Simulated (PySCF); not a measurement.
Compound: C2H5BF2O.
Atom-mapped SMILES: `[CH3:1][B:2]([F:3])[O:4][CH2:5][F:6]` (hydrogens: H7, H8, H9 on C1; H10, H11 on C5)

Geometry (PBE0-D3(BJ)/def2-SVP, Å), atoms numbered from 1 in this order:
```xyz
11
C2H5BF2O angstrom
C      1.9090    0.1242    0.0275
B      0.3588    0.2831    0.0078
F     -0.2060    1.3268   -0.6041
O     -0.4616   -0.6330    0.5921
C     -1.8303   -0.4386    0.6664
F     -2.1219    0.3529    1.7305
H      2.3060    0.1158   -1.0005
H      2.2352   -0.7862    0.5462
H      2.3632    0.9978    0.5235
H     -2.2999   -1.4228    0.8196
H     -2.2182    0.0497   -0.2434
```

Computed, not measured: PBE0-D3(BJ)/def2-SVP geometry optimisation, gas phase in PySCF.

Take the most abundant isotopes and a rigid rotor. The values belong to one conformer with, in the numbering `[CH3:1][B:2]([F:3])[O:4][CH2:5][F:6]`, C1–B2–O4–C5 175°, B2–O4–C5–F6 -83°.

(1) Give the principal moments of inertia and the rotational constants in cm⁻¹.

(2) Classify the top.

(3) Is it planar, by Δ = Ic − Ia − Ib?

(4) List the rotational levels J(Ka,Kc) to J = 4 (MHz).

(5) Which types of transition are allowed, and where do some lines up to J = 2 fall?

(6) Estimate the classical rotational partition function at 25 K, 50 K and 500 K.

Answers

(1) Ia = 71.87, Ib = 232.84, Ic = 266.63 u·Å²; 505379 MHz·u·Å²/I gives 7032, 2170 and 1895 MHz, that is A = 0.23457, B = 0.07240, C = 0.06322 cm⁻¹.

(2) An asymmetric top. Ray's parameter κ = (2B − A − C)/(A − C) = -0.893; −1 is the prolate and +1 the oblate limit.

(3) Not planar: Δ = Ic − Ia − Ib = -38.08 u·Å². For a rigid frame Δ = −2 Σ m c², so Σ m c² = 19.04 u·Å² lies off the ab plane: 4.54 from hydrogen and 14.50 from heavier atoms. The atom farthest from that plane is 1.33 Å away.

(4) Above 0(0,0):
J = 1: 1(0,1) 4066, 1(1,1) 8928, 1(1,0) 9203
J = 2: 2(0,2) 12186, 2(1,2) 16784, 2(1,1) 17610, 2(2,1) 32195, 2(2,0) 32206
J = 3: 3(0,3) 24339, 3(1,3) 28563, 3(1,2) 30213, 3(2,2) 44392, 3(2,1) 44449, 3(3,1) 69395, 3(3,0) 69396
J = 4: 4(0,4) 40490, 4(1,4) 44254, 4(1,3) 47003, 4(2,3) 60647, 4(2,2) 60816, 4(3,2) 85681, 4(3,1) 85683, 4(4,1) 120655, 4(4,0) 120655
The levels of one J sum to (2J + 1)J(J + 1)(A + B + C)/3.

(5) The dipole components are |μa| = 0.51 D, |μb| = 0.46 D, |μc| = 1.30 D. Intensities carry the squares of the components, which stand as 0.15 : 0.12 : 1.00 (a : b : c). Some of the stronger lines:

| type | branch | J(Ka,Kc) | MHz | lower level (cm⁻¹) |
| --- | --- | --- | --- | --- |
| a | Q | 2(1,1) ← 2(1,2) | 825 | 0.560 |
| b | R | 2(0,2) ← 1(1,1) | 3259 | 0.298 |
| a | R | 1(0,1) ← 0(0,0) | 4066 | 0.000 |
| c | Q | 1(1,1) ← 1(0,1) | 4862 | 0.136 |
| b | Q | 1(1,0) ← 1(0,1) | 5137 | 0.136 |
| b | Q | 2(1,1) ← 2(0,2) | 5423 | 0.406 |
| a | R | 2(1,1) ← 1(1,0) | 8407 | 0.307 |
| b | R | 1(1,1) ← 0(0,0) | 8928 | 0.000 |
| c | R | 1(1,0) ← 0(0,0) | 9203 | 0.000 |
| c | R | 2(2,0) ← 1(1,0) | 23003 | 0.307 |

(6) Point group C1, symmetry number σ = 1; q = (√π/σ)·√((kT/h)³/(ABC)), k/h = 20836.6 MHz/K: 3920 at 25 K, 11100 at 50 K, 350000 at 500 K.

PBE0-D3(BJ)/def2-SVP frequencies: not computed here. No vibrational averaging or centrifugal distortion is included, and the geometry carries the error of its method. A rigid rotor knows nothing of internal rotation, which can split or shift real lines. Quadrupole hyperfine structure (11B) is left out.
